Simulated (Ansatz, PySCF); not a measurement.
Pulling on the Bi1–H2 bond in BiFH2 (SMILES [F][BiH2]) (multiplicity 1 held, fragments rigid). Energies count from the point at 1.806 Å.
Geometry at that point (charge 0, multiplicity 1):
```xyz
4

Bi    -0.0977    -0.1152     0.1228
H     -1.5778     0.1833    -0.8682
H      0.3239    -1.5108    -0.9431
F      1.0407     1.2094    -0.9316
```

Unrestricted levels (U-) break spin symmetry where that is lower. Active spaces are followed from a long bond inwards. Curves can end on different states.

Correlated levels freeze the cores. Filled d and f shells under p-block atoms count as core. Rows in LANL2DZ carry no dispersion term and start afresh at each structure. LANL2DZ brings its own core potentials from Na on.

Codes used: Ansatz (Gaussian orbitals); PySCF for LANL2DZ rows. Values without a source in brackets are computed. In def2 rows elements past Kr take small-core potentials, without spin–orbit coupling.

```csv
level,energy at R = 5.779 Å (kcal/mol)
U-HF/def2-TZVPP,40.89
U-r2SCAN/def2-TZVPP,61.56
U-B3LYP/LANL2DZ,63.82
U-B3LYP/def2-TZVPP,62.97
U-wB97X-V/def2-TZVPP,63.32
U-MP2/def2-TZVPP,…
U-SCS-MP2/def2-TZVPP,60.59
"FIC-MRCISD on CASSCF(2,2)/def2-TZVPP",61.01
"FIC-MRCISD+Q on CASSCF(2,2)/def2-TZVPP",61.98
```

Task: What belongs in the gaps?

Result: 
- U-MP2/def2-TZVPP, energy at R = 5.779 Å (kcal/mol): 57.98

Doubts at one or more of the structures used: a spin-contaminated determinant (U-HF/def2-TZVPP, U-r2SCAN/def2-TZVPP, U-B3LYP/LANL2DZ, U-B3LYP/def2-TZVPP, U-wB97X-V/def2-TZVPP, U-MP2/def2-TZVPP, U-SCS-MP2/def2-TZVPP).

Ansatz is an electronic-structure program.
